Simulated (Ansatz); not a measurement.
Stretching the Al1–H2 bond in AlH3Se (SMILES [AlH2][SeH]) (multiplicity 1 held, fragments rigid). Energies count from the point at 1.573 Å.
Geometry at that point (charge 0, multiplicity 1):
```xyz
5

Al     0.3641     0.0275    -1.5573
H     -0.6985    -0.5698    -2.5521
H      1.7454     0.6424    -1.9937
Se    -0.2012    -0.0305     0.6966
H      1.0606     0.6067     1.1072
```

Signs of static correlation in def2-TZVPP, with CASSCF(2,2), from Ansatz (a quantum-chemistry and plane-wave program) runs.

| R (Å) | T1 of restricted CCSD | ⟨S²⟩ of UHF | largest double amplitude of restricted CCSD | weight of the CASSCF reference in MRCISD | CASSCF natural occupations |
|---|---|---|---|---|---|
| 1.259 | 0.011 | 0.000 | 0.029 | 0.896 | 1.99 0.01 |
| 1.416 | 0.011 | 0.000 | 0.030 | 0.896 | 1.98 0.02 |
| 1.573 | 0.012 | 0.000 | 0.029 | 0.895 | 1.98 0.02 |
| 1.731 | 0.012 | 0.000 | 0.029 | 0.895 | 1.97 0.03 |
| 1.888 | 0.012 | 0.000 | 0.029 | 0.895 | 1.96 0.04 |
| 2.124 | 0.014 | 0.000 | 0.083 | 0.895 | 1.93 0.07 |
| 2.360 | 0.017 | 0.150 | 0.139 | 0.895 | 1.89 0.11 |
| 2.753 | 0.026 | 0.674 | 0.243 | 0.896 | 1.79 0.21 |
| 3.147 | 0.041 | 0.876 | [?] | 0.896 | 1.63 0.37 |
| 3.619 | 0.065 | 0.964 | 0.551 | 0.896 | 1.41 0.59 |
| 4.248 | [?] | 0.996 | 0.773 | 0.896 | 1.20 0.80 |
| 5.035 | 0.105 | 1.003 | 0.939 | 0.896 | 1.08 0.92 |

Q: What belongs in the gaps?

A: 
- 3.147, largest double amplitude of restricted CCSD: 0.371
- 4.248, T1 of restricted CCSD: 0.091

Doubts at one or more of the structures used: a restricted determinant that unrestricted orbitals would lower (R-CCSD(T)/def2-TZVPP); other coupled-cluster roots lie near (R-CCSD(T)/def2-TZVPP); T1 above 0.05 (R-CCSD(T)/def2-TZVPP, U-CCSD(T)/def2-TZVPP); a spin-contaminated determinant (U-CCSD(T)/def2-TZVPP).
